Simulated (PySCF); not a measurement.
**Mg+: ionisation energy**

Mg+ [Ne] 3s1 (2S) → Mg(2+) [Ne] (1S), as a difference of total energies. All numbers are calculated (PySCF 2.14, scalar relativity by spin-free X2C-1e, in cc-pVTZ-DK (5s4p2d1f, 34 functions)). The calculations carry no spin-orbit coupling.

```csv
method,ionisation energy (eV)
UHF,14.745
BP86,15.275
r2SCAN,15.043
```

Task: Which method comes closest to the reference value, and which is furthest?

Result: The reference is 15.035 eV (measured; NIST Atomic Spectra Database, ionization energies). Closest: r2SCAN (error 0.008 eV); furthest: UHF (error -0.290 eV).
